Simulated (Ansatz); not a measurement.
Input for Ansatz (a first-principles code): R-r2SCAN/def2-TZVPP on GaH4P (SMILES [PH2][GaH2]), a point of a torsion scan.

Ansatz 0.2 input:
```yaml
crystal:
  periodic: [false, false, false]
  atoms:
    - {symbol: P, position_ang: [-1.39987610, -0.22353017, -0.62184108]}
    - {symbol: Ga, position_ang: [0.90350025, -0.22181022, -0.25956067]}
    - {symbol: H, position_ang: [-1.49481662, 1.01366315, 0.03393570]}
    - {symbol: H, position_ang: [-1.58520919, -0.91439036, 0.58613984]}
    - {symbol: H, position_ang: [2.00697966, -0.89780238, -1.18899177]}
    - {symbol: H, position_ang: [1.64299737, 0.47231721, 0.97854695]}
basis:
  gaussian:
    orbitals: def2-TZVPP
hamiltonian:
  xc: {name: r2SCAN}
scf: {lower_state_search: off}
```

The head of its log:

```
WARN ansatz: RAYON_NUM_THREADS=1 ignored (pool sized by the plan → 1); use --threads N
Functional definition: r2SCAN
these checks for a lower state are left out or cut short: stability, starts, cluster_reference, orbital_swaps, neighbouring_geometries, increment
integrals: 0.06 GiB planned
891 factors; their error is unknown
mean field: 0.44 GiB planned
mean field evaluation 1: about -61729.0288 eV, gradient 3.1e1 eV
mean field evaluation 2: about -61728.5230 eV, gradient 4.4e1 eV
```

Problem. Predict the final total energy.

Solution. -2268.5601 hartree.
